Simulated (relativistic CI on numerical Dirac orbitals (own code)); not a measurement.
d1 to d9 in one octahedral field

Computed with a parametric ligand-field model without spin-orbit coupling, by exact diagonalisation: B = 410, C = 1830, 10Dq = 28200 cm⁻¹ (Oh; |10Dq|/B = 68.8) for every shell. Energies in cm⁻¹; the field energy is (0.6 n_e − 0.4 n_t2) × 10Dq of the ground term; g labels are left out. So small a B with so large a field is typical of 4d and 5d ions, where spin-orbit coupling, left out here, reaches 1,000 to 4,000 cm⁻¹.

```
Shell  Ground term  Electrons in e  Field energy  First spin-allowed bands  Lowest term of other spin
   d1          2T2           0.000        -11280                  2E 28200                           
   d2          3T1           0.006        -22395      3T2 27159, 3T1 32267                   1T2 6236
   d3          4A2           0.000        -33840      4T2 28200, 4T1 32876                    2E 8810
   d4          3T1           0.010        -44837       3E 26363, 3T1 26824                   1T2 5523
   d5            ?               ?             ?                         ?                          ?
   d6          1A1           0.016        -67241      1T1 26777, 1T2 32798                  3T1 22958
   d7           2E           1.010        -50481      2T1 26681, 2T2 27165                  4T1 19389
   d8          3A2           2.000        -33840      3T2 28200, 3T1 32876                    1E 6905
   d9           2E           3.000        -16920                 2T2 28200
```

**Question.** Fill in the row of d5.

**Answer.** Ground term: 2T2; Electrons in e: 0.019; Field energy: -55851; First spin-allowed bands: 2A2 25727, 2T1 25871; Lowest term of other spin: 4T1 19393. Low spin: d4, d5, d6, d7; the other shells keep the spin of the free ion. Only d4 to d7 can choose; the field needed to pair spins is smallest for d6 and largest for d5, which loses most exchange energy. In the strong-field picture 10Dq must exceed about 6B + 5C = 11610 (d4), 7.5B + 5C = 12225 (d5), 2.5B + 4C = 8345 (d6) and 4B + 4C = 8960 (d7); mixing of terms shifts these bounds somewhat.
